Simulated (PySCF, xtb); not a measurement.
C₃H₆NO, SMILES [CH2]N(C)C=O, multiplicity 2. The values are those of a single conformer.

Harmonic wavenumbers (cm⁻¹) from xtb with GFN2-xTB at its own minimum, in rising order: 77, 205, 298, 354, 396, 412, 482, 631, 837, 918, 1020, 1061, 1098, 1292, 1333, 1360, 1410, 1436, 1460, 1482, 1697, 2809, 2978, 2994, 3030, 3160, 3220.

Task: What does PBE0-D3(BJ)/def2-SVP in PySCF give at its own minimum? (An estimate is asked for; the answer gives what the named calculation found.)

Result: 145, 236, 264, 327, 382, 420, 452, 668, 945, 972, 1071, 1089, 1138, 1337, 1398, 1428, 1432, 1453, 1476, 1510, 1837, 2991, 3050, 3134, 3175, 3217, 3365. Paired by order, the mean absolute difference is 62 cm⁻¹ and the zero-point energies are 53.5 and 55.6 kcal/mol.
